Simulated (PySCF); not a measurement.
## Frontier orbitals and the lowest excitations

C5H10N2.
Structure used (GFN2-xTB), in Å, numbered top down from 1:
```
atom  x, y, z in Å
C1    -1.6658    0.8102   -0.5817
C2    -0.8945    0.0356    0.4883
C3    -1.3691   -1.4177    0.5492
N4     0.4860    0.0251    0.1181
C5     1.3728    0.5260    0.8580
C6     2.7790    0.4685    0.4349
N7     3.2101   -0.0794   -0.6118
H8    -2.7292    0.7935   -0.3579
H9    -1.4966    0.3565   -1.5546
H10   -1.3289    1.8440   -0.6176
H11   -1.0481    0.5158    1.4736
H12   -2.4252   -1.4547    0.8021
H13   -0.8070   -1.9690    1.2998
H14   -1.2150   -1.8926   -0.4160
H15    1.1556    1.0072    1.8238
H16    3.5046    0.9381    1.0935
H17    2.4644   -0.4951   -1.1729
```

Method: TDDFT CAM-B3LYP/def2-SVPD, vertical, gas phase, core orbitals frozen in the response (PySCF 2.14.0, density-fitted response routines).

Kohn–Sham orbitals with the atoms that hold most of them (Löwdin shares over 4%, at most four atoms; ? is withheld):

```csv
orbital,ε (eV),atoms
LUMO+2,1.80,"H15 20%, C5 10%, H16 9%, H11 7%"
LUMO+1,1.35,"C1 14%, C3 14%, C5 11%, C2 8%"
LUMO,-0.73,?
HOMO,-9.04,"N7 45%, C6 14%, N4 12%, C5 10%"
HOMO-1,-9.28,?
HOMO-2,-9.63,"N7 24%, N4 24%, C5 16%, C6 13%"
HOMO-3,-11.42,"C1 18%, C3 18%, C2 14%, N7 11%"
```

Question: Which atoms hold the HOMO-1, and with what shares?

Answer: N4 (bonded to 2 C) 46%; N7 (bonded to C and H) 18%; C2 (bonded to 2 C, N and H) 10%; C5 (bonded to C, N and H) 8%. By element: nitrogen 64%, carbon 18% or more.

Question: Which atoms hold the LUMO, and with what shares?

Answer: N4 (bonded to 2 C) 24%; C5 (bonded to C, N and H) 21%; N7 (bonded to C and H) 21%; C6 (bonded to C, N and H) 20%. By element: nitrogen 44%, carbon 42% or more.

Question: How does S1 compare with the orbital gap of 8.31 eV?

Answer: S1 is at 4.12 eV (f = 0.0010), 4.19 eV below the gap, made of HOMO→LUMO (95%). Without the coupling terms of the response equations the lowest excitation would equal the gap.

Question: One configuration dominates each of S1, S2 and S3. Which, and how do the shares of the two leading atoms of either orbital change from the occupied to the empty one?

Answer: 
- S1 (4.12 eV, f 0.0010), HOMO→LUMO (95%): N7 45% → 21%, C6 14% → 20%, N4 12% → 24%, C5 10% → 21%
- S2 (4.35 eV, f 0.0037), HOMO-1→LUMO (94%): N4 46% → 24%, N7 18% → 21%, C5 8% → 21%
- S3 (6.01 eV, f 0.332), HOMO-2→LUMO (96%): N7 24% → 21%, N4 24% → 24%, C5 16% → 21%

Löwdin shares depend on the basis, the more so with diffuse functions.

One conformer stands for the species.
